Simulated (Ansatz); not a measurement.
Total energies of B₄⁺ from Ansatz at PBE0-D4/def2-TZVP, gas phase (1 Eh = 27.2114 eV = 2625.5 kJ/mol). The reference geometry is relaxed at B3LYP-D4/def2-TZVP.

Cartesian coordinates in Å:
```
B 0.8864 -0.6353 -0.0507
B -0.8864 0.6353 0.0508
B 0.6172 0.8341 0.3379
B -0.6171 -0.8340 -0.3380
```

```tsv
state	geometry	energy (Eh)
charge 1 doublet	reference	-98.67052
charge 0 singlet	reference	-99.01297
charge 1 quartet	relaxed at B3LYP-D4/def2-TZVP	-98.61565
```

Task: Work out the vertical electron affinity, to the singlet.

Result: E(charge 1 doublet) − E(charge 0 singlet) = -98.67052 − (-99.01297) = 0.34245 Eh = 9.32 eV.

Task: Which of the charge 1 states is lowest, and how far above it are the others?

Result: The doublet. quartet: -98.61565 − (-98.67052) = 0.05487 Eh = 144.1 kJ/mol.

The structure comes from a short search, and lower isomers may exist.
